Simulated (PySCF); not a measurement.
A GIAO shielding run with PySCF 2.14 (density fitting, non-relativistic, gas phase) on `FCOC1=CCC[SiH2]1`, C$_{5}$H$_{9}$FOSi:

```
$ OMP_NUM_THREADS=1 python probes_run.py task.json out

{"job": {"kind": "nmr", "xc": "PBE0", "basis": "pcSseg-1"}, "charge": 0, "multiplicity": 1}
F      3.862371    -1.045504     0.061791
C      2.710341    -0.411869    -0.263859
O      1.708204    -0.949020     0.525586
C      0.464469    -0.386821     0.418960
C      0.082227     0.604576    -0.384440
C     -1.356383     1.025153    -0.326962
C     -2.066922     0.376083     0.874107
Si    -0.943688    -1.038104     1.493114
H      2.859234     0.663646    -0.067010
H      2.532121    -0.587354    -1.338891
H      0.719293     1.114247    -1.093711
H     -1.420644     2.115295    -0.276143
H     -1.844185     0.726511    -1.259996
H     -3.065750     0.049950     0.593935
H     -2.199746     1.119018     1.660087
H     -1.388360    -2.376488     1.095818
H     -0.659580    -0.987289     2.927167
```

Hardware: 1 thread of an Arm Neoverse N1, shared host. The job also computes population analyses, field gradients, ring-centre shieldings.

Question: How large is the calculation?

Answer: 70 electrons, 188 basis functions and 996 auxiliary functions.

Question: How long does it take, and how much memory does it need?

Answer: 55 s of wall time, with 14 SCF cycles and 4 response iterations; peak memory 0.84 GiB. Times on a shared host scatter by some tens of per cent.
